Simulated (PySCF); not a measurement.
A PySCF script (with the pyscf-properties extension) for the NMR shieldings of SMILES C[C@@H]1C[C@H](F)CP1C, C$_{6}$H$_{12}$FP, on a GFN2-xTB geometry:

```python
import basis_set_exchange as bse
import numpy as np
from pyscf import gto, dft
from pyscf.prop import nmr

atoms = """
C    -1.549432    1.396191   -1.184206
C    -0.535552    0.359713   -0.716501
C    -1.196760   -0.855893   -0.071673
C    -0.132486   -1.534600    0.779346
F    -0.691779   -2.513264    1.578475
C     0.508689   -0.451604    1.636602
P     0.645349    1.081820    0.579385
C     2.249478    0.699706   -0.268239
H    -1.040387    2.244618   -1.636993
H    -2.226965    0.965842   -1.920065
H    -2.136738    1.759920   -0.343693
H     0.065685    0.037908   -1.574814
H    -1.605975   -1.538037   -0.818093
H    -2.009682   -0.540217    0.586473
H     0.606149   -2.052118    0.154298
H     1.478843   -0.744112    2.039150
H    -0.155437   -0.234671    2.477213
H     2.310292   -0.341814   -0.578707
H     3.065202    0.923926    0.417028
H     2.346357    1.347365   -1.138022
"""
names = dict.fromkeys(["C", "F", "P", "H"], "pcSseg-1")
basis = {el: gto.basis.parse(bse.get_basis(n, elements=[el], fmt="nwchem")) for el, n in names.items()}
mol = gto.M(atom=atoms, basis=basis, charge=0, verbose=0)
mf = dft.RKS(mol, xc="PBE0")
mf.grids.level = 2
mf.grids.alignment = dft.numint.BLKSIZE   # the property module wants whole blocks of grid points
mf.conv_tol = 1e-9
mf.kernel()

calc = nmr.RKS(mf)   # GIAO
C = mf.mo_coeff
Co = C[:, mf.mo_occ > 0]
resp = mf.gen_response(singlet=True, hermi=2)
def vind(x):   # induced exchange potential for any number of trial vectors
    d = np.einsum("pi,xij,qj->xpq", C, 2 * x.reshape(-1, C.shape[1], Co.shape[1]), Co, optimize=True)
    return np.einsum("xpq,pi,qj->xij", resp(d - d.transpose(0, 2, 1)), C, Co, optimize=True).ravel()
mo1, _ = nmr.rhf.solve_mo1(calc, with_cphf=vind)
sigma = calc.kernel(mo1)
for i, s in enumerate(sigma):   # ppm
    print("%2d %-2s %9.2f" % (i, mol.atom_pure_symbol(i), np.trace(s) / 3))
```

Task: What does it print?

Result: 
```
 0 C     163.41
 1 C     148.45
 2 C     139.49
 3 C      88.98
 4 F     378.65
 5 C     150.10
 6 P     364.41
 7 C     169.46
 8 H      30.28
 9 H      30.32
10 H      30.64
11 H      30.29
12 H      29.24
13 H      30.14
14 H      26.39
15 H      29.82
16 H      29.66
17 H      30.55
18 H      30.69
19 H      30.75
```

These numbers come from an equivalent density-fitted implementation of the same equations, which agrees with the script to about 0.01 ppm for H and up to a few tenths of a ppm for heavy atoms, so last digits may differ.

Size and cost of the density-fitted run: 203 basis functions, roughly 100 core-seconds.
